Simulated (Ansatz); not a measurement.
Au₅Cl₄⁺, relaxed as a singlet with RKS PBE0-D4/def2-SVP in Ansatz, starting from the GFN2-xTB geometry. Force threshold 0.02 eV/Å.

In the def2 sets Au takes a core potential; there is no spin–orbit coupling. The relaxation made no stability test and no search for a lower SCF solution. No other spin state of charge 1 was run. The structure comes from a short search, and lower isomers may exist.

Start:

```xyz
9

Au   -0.815   -2.255    4.204
Au    1.234    0.026    1.486
Au   -1.721   -0.212    0.814
Au    1.944    0.759   -1.910
Au   -1.023    0.508   -2.586
Cl   -0.622   -0.388    2.918
Cl    0.805    0.949   -3.878
Cl   -2.777    0.064   -1.175
Cl    2.975    0.549    0.128
```

(1) Estimate the energy that the relaxation releases and the steps that it takes.

(2) Does the start keep its bonding?

(3) Predict the relaxed structure.

Results:

(1) 140.9 kJ/mol, in 32 steps; 6.5 min on 4 threads of Arm Neoverse V1 on a shared host. The force fell under the threshold at step 30, but the optimiser went on. No frequencies were taken in this run, so the end may be a saddle point.

(2) Bonds lost: Au1–Cl6 (atoms count from 1). Bonds formed: Au1–Au2, Au1–Au3, Au1–Au4, Au1–Au5 (atoms count from 1). The end is the same structure that another start reached.

(3) 
```tsv
atom	x (Å)	y (Å)	z (Å)
Au1	0.078	-1.198	0.084
Au2	1.269	0.362	2.037
Au3	-2.062	0.092	1.276
Au4	2.043	0.182	-1.295
Au5	-1.285	-0.086	-2.055
Cl6	-0.765	0.348	3.226
Cl7	0.743	-0.004	-3.250
Cl8	-3.248	-0.108	-0.751
Cl9	3.228	0.412	0.729
```
Bond lengths (bridged metal pairs left out): 8 × Au–Cl 2.36 Å; 4 × Au–Au 2.77 Å.
